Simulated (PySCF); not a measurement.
Gas-phase reaction: GeH4 + 2 I2 ⇌ GeI4 + 4 H. Level: M06-2X/def2-TZVP†; standard pressure 1 bar.

Method: PySCF energies plus ideal-gas RRHO corrections (1 bar). † marks an energy on the PBE0/def2-TZVP geometry and frequencies. Open shells (unrestricted): H (multiplicity 2); the rest are closed-shell singlets. I: scalar-relativistic def2 core potential, no spin-orbit coupling. Ge: all electrons, no relativistic terms. The harmonic model lacks anharmonicity and excited electronic states, which grow with temperature; levels with a mode under 35 cm⁻¹ are left out. Soft modes under 120 cm⁻¹ make the harmonic entropy rough for GeI4.

| T (K) | 1000/T (1/K) | log10 K |
|---|---|---|
| 1000 | 1.0000 | -18.63 |
| 1200 | 0.8333 | -13.64 |
| 1400 | 0.7143 | -10.04 |
| 1600 | 0.6250 | -7.33 |
| 1800 | 0.5556 | -5.20 |
| 2000 | 0.5000 | ? |

Task: Fit log10 K = a + b·(1000/T) to the five rows, get the mean ΔH° and ΔS°, and predict log10 K at 2000 K.

Result: Means: 1000/T = 0.7456, log10 K = -10.968. Sums of products about the means: Sxy = -3.74726, Sxx = 0.124035, so b = Sxy/Sxx = -30.21 and a = -10.968 − (-30.21)×0.7456 = 11.56.
ΔH° = −R ln 10 × 1000 K × b = −19.145 × (-30.21) = 578 kJ; ΔS° = R ln 10 × a = 221 J/K. The run's own values go from 571 kJ and 214 J/K at 1000 K to 592 kJ and 229 J/K at 2000 K.
Prediction at 2000 K: 11.56 + (-30.21)×0.5000 = -3.54. The computed value is -3.49, 0.05 from the line.
For scale, ΔH°(298 K) is 538 kJ at this level, 576 kJ at ωB97M-V/def2-TZVP†, and runs from 407 to 717 kJ over the 17 levels computed.
